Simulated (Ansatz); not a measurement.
`OC([SiH3])[TeH]` + `[NH2][AlH2]` → `[AlH2][NH][SiH3]` + `OC[TeH]`  (ligand exchange at the Si–C bond)

Isolated molecules relaxed with PBE0-D4/def2-TZVP in Ansatz; ΔE leaves out vibrations. CCSD(T)/CBS is the MP2 limit (def2-TZVPP, def2-QZVPP) plus CCSD(T) − MP2 in def2-TZVPP, frozen cores. This one scheme is used for every species. DFT in def2-TZVPP. Elements past krypton have def2 core potentials. For Te outer-core shells are correlated without core-valence functions, which leaves a few kJ/mol of doubt a bond. Each species was taken in one conformer, which may not be the lowest.

`OC([SiH3])[TeH]`:

```xyz
10

O     0.001    1.577    0.661
C     0.328    0.361    0.056
Si   -0.806   -1.002    0.711
Te    0.111    0.384   -2.124
H     0.531    2.281    0.273
H     1.379    0.084    0.194
H    -0.244   -2.310    0.292
H    -2.165   -0.827    0.137
H    -0.884   -0.935    2.195
H     1.748    0.386   -2.395
```

`[NH2][AlH2]`:

Z-matrix (Å, degrees):
```
N
Al 1 1.766
H 1 1.007 2 124.9
H 1 1.007 2 124.9 3 180.0
H 2 1.583 1 117.9 3 -180.0
H 2 1.583 1 117.9 3 0.0
```

`[AlH2][NH][SiH3]`:

```xyz
9

Al   -0.694    1.454   -0.760
N     0.344    0.456    0.291
Si    0.394   -1.262    0.464
H    -1.738    0.718   -1.690
H    -0.502    3.025   -0.694
H     1.002    0.957    0.874
H     1.730   -1.823    0.114
H    -0.625   -1.830   -0.455
H     0.089   -1.696    1.856
```

`OC[TeH]`:

```xyz
7

O    -1.325    0.112    0.653
C    -0.218    0.544   -0.065
Te    0.690   -0.955   -1.358
H    -1.074   -0.641    1.196
H     0.597    0.915    0.562
H    -0.549    1.338   -0.731
H     1.879   -1.312   -0.258
```

```csv
species,PBE0-D4 energy (Eh)
`OC([SiH3])[TeH]`,-674.24954
`[NH2][AlH2]`,-299.45737
`[AlH2][NH][SiH3]`,-590.05672
`OC[TeH]`,-383.67288
```

(1) Work out ΔE.

Largest T1 diagnostic among the species: 0.012.

Results:

(1) ΔE = (-590.05672) + (-383.67288) − (-674.24954) − (-299.45737) = -0.02269 Eh = -59.6 kJ/mol. CCSD(T)/CBS gives -61.2 kJ/mol.

The D4 term adds +4.6 kJ/mol with B3LYP and +2.5 kJ/mol with PBE0; it sums over pairs of atoms, weighted by their polarisabilities, and B3LYP, whose exchange is more repulsive, gets the larger term. In def2-TZVPP, CCSD(T) changes the Hartree–Fock value by +17.6 kJ/mol (the triples alone add +2.7 kJ/mol) and MP2 by +18.1 kJ/mol. From PBE to PBE0 (25 % exact exchange), in def2-TZVPP and without D4, ΔE moves by −4.9 kJ/mol.

B3LYP here is the variant with VWN-RPA as its local correlation; programs differ in this.
